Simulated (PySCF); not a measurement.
C₆H₅ClSe.
Bonds: C1–C2 (double), C2–C3, C3–C4 (double), C4–Se5, Se5–C6, C6–Cl7, C6–C8 (double), C2–C8. Hydrogens: H9, H10 on C1; H11 on C3; H12 on C4; H13 on C8.

Computed by this run: PySCF, PBE/def2-SV(P) geometry optimisation, gas phase; density fitting, grid level 1; the optimiser is geomeTRIC in internal coordinates, started from a GFN2-xTB structure.

Step 0: E = -84134.5017 eV
```
atom  x, y, z in Å  |  force x, y, z in eV/Å
C1     -0.9627    1.6499    0.9083   -0.434   0.086   0.103
C2      0.3261    1.4090    0.6082    0.651  -0.127  -0.147
C3      0.7404    0.0943    0.1554   -0.442   0.437   0.208
C4      1.9750   -0.2912   -0.1722    0.792   0.154  -0.102
Se5     3.5116    0.7996   -0.1255    0.330  -0.107  -0.088
C6      2.6195    2.3566    0.4737    0.889  -0.067  -0.170
Cl7     3.6919    3.6925    0.6639    0.331   0.391   0.051
C8      1.3142    2.4639    0.7342   -0.653  -0.321   0.015
H9     -1.7119    0.8828    0.8237   -0.680  -0.749  -0.096
H10    -1.2943    2.6160    1.2451   -0.276   0.929   0.317
H11    -0.0546   -0.6376    0.0815   -0.514  -0.583  -0.078
H12     2.1828   -1.2987   -0.5019    0.175  -0.754  -0.247
H13     0.9401    3.4220    1.0713   -0.170   0.710   0.234
```

Step 1: E = -84134.6190 eV
```
atom  x, y, z in Å  |  force x, y, z in eV/Å
C1     -0.9949    1.6567    0.9154   -0.122   0.029   0.032
C2      0.3154    1.4081    0.6105    0.001  -0.018  -0.005
C3      0.7358    0.0842    0.1543   -0.058  -0.079  -0.013
C4      1.9902   -0.3036   -0.1794    0.053  -0.052  -0.026
Se5     3.5340    0.7956   -0.1326    0.075   0.007  -0.011
C6      2.6446    2.3672    0.4729    0.084   0.050  -0.004
Cl7     3.7260    3.7264    0.6671   -0.103  -0.148  -0.023
C8      1.3169    2.4658    0.7347    0.004   0.169   0.049
H9     -1.7600    0.8664    0.8252    0.015   0.013   0.000
H10    -1.3262    2.6513    1.2604    0.011  -0.014  -0.006
H11    -0.0625   -0.6772    0.0739    0.025   0.019   0.003
H12     2.2039   -1.3335   -0.5155    0.008   0.046   0.013
H13     0.9547    3.4514    1.0790    0.007  -0.021  -0.007
```

**Question.** Estimate the geometry and energy of step 2. (The exact step hangs on the optimiser's Hessian estimate; all steps are aligned on step 1, rigid shifts and turns removed.)

**Answer.** E = -84134.6202 eV, largest force 0.072 eV/Å
```
atom  x, y, z in Å  |  force x, y, z in eV/Å
C1     -1.0007    1.6580    0.9169   -0.002  -0.021  -0.006
C2      0.3114    1.4090    0.6115   -0.005   0.021   0.006
C3      0.7386    0.0846    0.1541   -0.022  -0.004   0.003
C4      1.9951   -0.3014   -0.1799    0.002  -0.021  -0.007
Se5     3.5390    0.7973   -0.1338   -0.038   0.000   0.006
C6      2.6396    2.3632    0.4722    0.066   0.029  -0.003
Cl7     3.7313    3.7075    0.6614   -0.039   0.017   0.011
C8      1.3122    2.4710    0.7370    0.029  -0.008  -0.006
H9     -1.7658    0.8686    0.8261    0.003  -0.003  -0.001
H10    -1.3308    2.6525    1.2614    0.007  -0.001  -0.001
H11    -0.0563   -0.6790    0.0733    0.001   0.001   0.001
H12     2.2116   -1.3294   -0.5155   -0.010  -0.002   0.001
H13     0.9527    3.4569    1.0812    0.007  -0.008  -0.003
```

The energy changes by -0.0012 eV. The first-order estimate −F·Δx gives -0.0039 eV and the mean of the old and new forces, exact on a quadratic surface, -0.0011 eV. The step makes an angle of 67° with the force vector and moves no atom by more than 0.020 Å.

What follows is the cost of the whole optimisation. Time: 65 s; peak memory 0.66 GiB. Hardware: one thread of an Arm Neoverse V2, shared host with 96 logical CPUs at a one-minute load of 86.
